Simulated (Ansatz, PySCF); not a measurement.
Stretching the C2–H3 bond in CH5NSi (SMILES C[Si]N) (multiplicity 1 held, fragments rigid). Energies count from the point at 1.093 Å.
Geometry at that point (charge 0, multiplicity 1):
```xyz
8

Si    -0.2770    -0.0299     0.6534
C      0.5814     1.3396    -0.3708
H      0.1332     2.3155    -0.1673
H      0.5786     1.1721    -1.4515
H      1.6258     1.4080    -0.0421
N     -0.2193    -1.2951    -0.5031
H      0.1577    -1.2308    -1.4393
H     -0.5711    -2.2185    -0.3004
```

Restricted levels (R-, RO-) in cc, def2 and unpolarised 6-31G sets keep to the state of the molecule at rest. Unrestricted levels (U-) break spin symmetry where that is lower. Curves can end on different states.

Rows in 3-21G, 6-31G* carry no dispersion term and start afresh at each structure (6-31G* with six Cartesian d functions).

Programs: Ansatz (an electronic-structure program) with Gaussian orbitals; PySCF for 3-21G rows, 6-31G* rows. Each number belongs to the level named beside it.

Question: One of these levels gives 181.75 kcal/mol for the energy at R = 3.498 Å. Which?
A. R-HF/cc-pV(T+d)Z
B. R-PBE/cc-pV(T+d)Z
C. R-HF/3-21G
D. U-HF/6-31G*

Answer: A, R-HF/cc-pV(T+d)Z. The others give 200.09 (R-HF/3-21G), 88.83 (U-HF/6-31G*), 137.40 (R-PBE/cc-pV(T+d)Z)

Doubts at one or more of the structures used: a restricted determinant that unrestricted orbitals would lower (R-HF/3-21G, R-HF/cc-pV(T+d)Z, R-PBE/cc-pV(T+d)Z); a spin-contaminated determinant (U-HF/6-31G*).
